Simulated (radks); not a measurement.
Question: Br3+, 32 electrons, occupied as [Ar] 3d10 4s2 4p2. All-electron calculation, Dirac Kohn-Sham, LDA (Slater exchange, Perdew-Wang correlation), spin-unpolarised, spherical densities, point nucleus; open shells fill j = l - 1/2 first. Program: a radial shooting solver on a logarithmic mesh with Libxc functionals.

Spin-orbit splittings of the eigenvalues, e(l+1/2) - e(l-1/2), with zeta = 2 splitting/(2l+1) and mean radii in bohr:

| shell | occ. | splitting (eV) | zeta (eV) | <r> j=l-1/2 | <r> j=l+1/2 |
|---|---|---|---|---|---|
| 2p | 6 | 47.42 | 31.61 | 0.1629 | 0.1668 |
| 3p | 6 | 6.857 | 4.572 | 0.5571 | 0.5676 |
| 3d | 10 | ? | ? | 0.5854 | 0.5894 |
| 4p | 2 | 0.7473 | 0.4982 | 1.744 | 1.771 |

Estimate the 3d splitting.

Answer: 1.094 eV (zeta = 0.4375 eV).
